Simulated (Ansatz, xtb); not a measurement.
## Two isomers of C5H5NOS

We compare I, `CC1=CC(=O)NC1=S`, a singlet, with II, `CC(=O)c1nccs1`, a singlet. Both are isolated molecules in the gas phase, relaxed with PBE-D3(BJ)/def2-SVP; each stands in its lowest conformer found.

Question: Which of the two would you expect CCSD(T)/def2-SVP + ΔMP2/def2-TZVPP electronic energies to favour?

Answer: Structure I; the calculation gives E(II) − E(I) = +5.5 kcal/mol.

How the difference moves with the method:

```
                             level             geometry  E(II) − E(I) (kcal/mol)  departure from the last row (kcal/mol)  job, with rough time for the two
                          GFN2-xTB             GFN2-xTB                     +10.2                                    +4.8              optimisation, 0.15 s
                         HF/STO-3G             GFN2-xTB                      −8.6                                   −14.1              single point, 0.46 s
                r2SCAN-D4/def2-SVP             GFN2-xTB                     +11.4                                    +5.9               single point, 4.4 s
               PBE-D3(BJ)/def2-SVP  PBE-D3(BJ)/def2-SVP                     +10.4                                    +4.9                optimisation, 16 s
                       HF/def2-SVP  PBE-D3(BJ)/def2-SVP                     +16.7                                   +11.2           part of the CCSD(T) run
                      MP2/def2-SVP  PBE-D3(BJ)/def2-SVP                      +5.9                                    +0.5           part of the CCSD(T) run
                  CCSD(T)/def2-SVP  PBE-D3(BJ)/def2-SVP                      +8.9                                    +3.4                      single point
CCSD(T)/def2-SVP + ΔMP2/def2-TZVPP  PBE-D3(BJ)/def2-SVP                      +5.5                                                        single point, 92 s
```

As drawn, II has 2 C∷N, 1 C∷C, 2 C∷S, 1 C–H in place of 1 C–C, 1 C=C, 2 C–N, 1 C=S, 1 N–H (∷ is an aromatic bond). Structure I has a 5-membered ring, II a 5-membered ring (with an aromatic ring).

HF/STO-3G puts the two in the other order. The largest departure from CCSD(T)/def2-SVP + ΔMP2/def2-TZVPP is that of HF/STO-3G, 14.1 kcal/mol. The last row adds to CCSD(T) the change of the MP2 difference between the two basis sets, here −3.4 kcal/mol, a large step that makes the value less sure.

With thermal terms from frequencies at re-optimised GFN2-xTB minima (ideal gas, soft modes damped towards free rotors, one conformer each, 298.15 K, 1 atm): on the last row, ΔE + ΔZPE = +4.8, ΔH = +4.8, ΔG = +4.6 kcal/mol.

The correlated steps freeze 12 core orbitals. Programs: Ansatz 0.2.0, xtb 6.7.1; the last row on 4 threads of Arm Neoverse V1 on a shared host.
